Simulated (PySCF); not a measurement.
Interval between two levels of Br⁺ by level of theory

Br⁺ [Ar] 3d10 4s2 4p4 [3P2, M_J = 2] → Br⁺ [Ar] 3d10 4s1 4p4 4d1 [5F5, M_J = 5], as a difference of total energies. Calculation: PySCF 2.14, in x2c-TZVPall-2c with one added diffuse shell each of s, p, d type (7s8p5d1f, 63 functions); the two-component X2C-1e Hamiltonian. Correlated levels: [Ne] frozen. "Screened" scales the spin-orbit matrix elements by Boettger's factors to mimic the two-electron term; Breit and QED terms are absent.

| method | interval between two levels (cm⁻¹) |
| --- | --- |
| GHF (spin-free) | 202420 |
| GMP2 (spin-free) | 208960 |
| GHF (screened spin-orbit) | 202600 |
| GMP2 (screened spin-orbit) | 209090 |

The labels give the starting determinants; with spin-orbit coupling the two ends relaxed to ⟨J²⟩ = 6.02, ⟨L²⟩ = 2.11, ⟨S²⟩ = 1.96 and ⟨J²⟩ = 30.01, ⟨L²⟩ = 12.04, ⟨S²⟩ = 5.99.

The promoted electron is Rydberg-like, and one or two diffuse shells describe it only roughly, which tends to raise the upper state.
